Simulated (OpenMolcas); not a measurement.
**Ionisation energies of arsenic**

* Program: OpenMolcas 26.06
* Basis: ANO-RCC [9s8p6d4f2g]
* Scalar Hamiltonian: DKH2, point nucleus
* Spin-orbit coupling: RASSI with atomic mean-field integrals over the reference wave functions, term energies averaged over their components

Active shells in each charge state: the valence s, p shells, with orbitals averaged over the low states. Where CASPT2's correlated closed shells are named, they are those of the first ion.

A. CASSCF
B. SS-CASPT2, IPEA 0.25 Eh, imaginary shift 0.1 Eh (closed shells correlated: 3d)
C. SS-CASPT2, IPEA 0.25 Eh, imaginary shift 0.1 Eh (closed shells correlated: none)
D. SS-CASPT2, IPEA 0.25 Eh, imaginary shift 0.1 Eh (closed shells correlated: 3s 3p 3d)
E. SS-CASPT2, IPEA 0 Eh, imaginary shift 0.1 Eh (closed shells correlated: 3d)

Energies in eV between the lowest computed levels, named as in B; reference values from the NIST Atomic Spectra Database with their kind.

```json
{"From": "As+ 4s² 4p² ³P₀", "To": "As2+ 4s² 4p ²P°_1/2", "A": "17.637", "B": "18.501", "C": "18.275", "D": "18.479", "E": "18.604", "Spin-orbit share in B": "-0.013", "Reference": "18.589 (measured)"}
{"From": "As2+ 4s² 4p ²P°_1/2", "To": "As3+ 4s² ¹S₀", "A": "27.133", "B": "28.207", "C": "27.887", "D": "28.186", "E": "28.307", "Spin-orbit share in B": "+0.221", "Reference": "28.349 (measured)"}
{"From": "As3+ 4s² ¹S₀", "To": "As4+ 4s ²S_1/2", "A": "48.924", "B": "49.560", "C": "49.009", "D": "49.574", "E": "49.561", "Spin-orbit share in B": "+0.000", "Reference": "50.150 (measured)"}
{"From": "As4+ 4s ²S_1/2", "To": "As5+ 3d¹⁰ ¹S₀", "A": "61.680", "B": "62.446", "C": "61.680", "D": "62.490", "E": "62.460", "Spin-orbit share in B": "+0.000", "Reference": "62.770 (measured)"}
```

Steps that some method lacks are left out, and so are those with a state whose active s or d shell is doubly occupied in every root (s and p with five to eight electrons, d10) over a frozen core shell of the same l, since the two then mix freely.

Error against the reference values, in %:

```csv
From,Reference,A,B,C,D,E
As+,measured,-5.1,-0.5,-1.7,-0.6,+0.1
As2+,measured,-4.3,-0.5,-1.6,-0.6,-0.1
As3+,measured,-2.4,-1.2,-2.3,-1.1,-1.2
As4+,measured,-1.7,-0.5,-1.7,-0.4,-0.5
```

Mean absolute error over the 4 measured values: A 1.12 eV, B 0.29 eV, C 0.75 eV, D 0.28 eV, E 0.24 eV. E lies closest.

° marks odd parity.
